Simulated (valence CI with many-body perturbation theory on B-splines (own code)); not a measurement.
Values are calculated unless marked as measured or tabulated.
Energy levels of Hg72+

Method: relativistic CI+MBPT: six valence electrons over a frozen Dirac-Fock core [He], a basis of 9 s, 9 p, 8 d, 6 f, 3 g, 1 h functions for each j, with the one-electron correlation potential Σ1, the two-electron term Σ2, the three-electron term Σ3, Breit, model QED; selected CI, second order for the rest, scaled by the run's own slope (own B-spline code, finite nucleus).

No measured spectrum was set against this ion. As an estimate, large intervals hold to a few tenths of a per cent, small ones and those within an open d or f shell to about a per cent. Among the levels kept, up to 1900 cm⁻¹ of a level comes from second order outside the variational space, and about a tenth of that is noise between levels of different J, which matters for small intervals.

Levels 46 to 50 of 50, with energies above the lowest level, (2s^2 2p1/2^2 2p3/2^2) J=2. "Leading %" is the weight of the configuration and term that name the level; weights of strongly mixed levels are sums over their largest components and can fall short, and the name can then belong to a minority configuration. In the jj column 3d3/2^4 stands for four electrons in 3d with j = 3/2.

```json
{"No.": "46", "Configuration": "2s 2p4 3s", "Term": "1S", "J": "0", "E (eV)": "12677", "Leading %": "65", "Leading jj": "2s 2p1/2^2 2p3/2^2 3s (100 %)", "g": ""}
{"No.": "47", "Configuration": "2s 2p4 3p", "Term": "3P°", "J": "1", "E (eV)": "12777", "Leading %": "50", "Leading jj": "2s 2p1/2^2 2p3/2^2 3p1/2 (100 %)", "g": "1.309"}
{"No.": "48", "Configuration": "2s 2p4 3p", "Term": "3P°", "J": "1", "E (eV)": "12777", "Leading %": "33", "Leading jj": "2s 2p1/2^2 2p3/2^2 3p1/2 (99 %)", "g": "1.296"}
{"No.": "49", "Configuration": "2s 2p4 3p", "Term": "3P°", "J": "0", "E (eV)": "12778", "Leading %": "77", "Leading jj": "2s 2p1/2^2 2p3/2^2 3p1/2 (100 %)", "g": ""}
{"No.": "50", "Configuration": "2s 2p4 3p", "Term": "3D°", "J": "2", "E (eV)": "12779", "Leading %": "30", "Leading jj": "2s 2p1/2^2 2p3/2^2 3p1/2 (99 %)", "g": "1.033"}
```

Where two levels of one J and parity lie close, their mixing, g and order are uncertain.
